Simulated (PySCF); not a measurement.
Mo(O)2(OH)(NH2) (H3MoNO3), SMILES [NH2][Mo](=[O])([OH])=[O], multiplicity 1.

The structure is a stationary point at B3LYP-D3(BJ)/def2-SVP. The geometry has at least one imaginary mode, so it is a saddle point at that level. The multiplicity is an assumed one; other spin states were not compared. The def2 effective core potentials stand for the cores of Mo; spin–orbit coupling is left out. The values are those of a single conformer.

Method: PySCF 2.14.0 with B3LYP-D3(BJ)/def2-SVP.

Frequencies are harmonic and unscaled.

```
mode  ν (cm⁻¹)  IR (km/mol)  moving atoms (share of kinetic energy)
----  --------  -----------  --------------------------------------
1         117i        141.3                                  H 93 %
2          211          3.9         O 38 %, N 35 %, H 17 %, Mo 10 %
3          223         14.4                  O 57 %, H 24 %, N 19 %
4          229          2.4         O 54 %, Mo 19 %, H 17 %, N 11 %
5          256         27.4                 O 67 %, Mo 17 %, H 11 %
6          337          0.1                          O 88 %, Mo 9 %
7          343          2.4                          H 78 %, O 21 %
8          476        240.0                          H 76 %, N 22 %
9          540        136.5                          H 70 %, O 25 %
10         654          6.1                          H 80 %, N 17 %
11         715         53.1         N 47 %, O 31 %, Mo 11 %, H 11 %
12         747        119.1         O 39 %, Mo 22 %, N 20 %, H 19 %
13        1019        222.6                         O 79 %, Mo 20 %
14        1037         97.4                         O 89 %, Mo 11 %
15        1501         33.6                          H 89 %, N 11 %
16        3535        116.2                                  H 96 %
17        3635         52.7                           H 91 %, N 9 %
18        3856        224.1                                  H 94 %
```
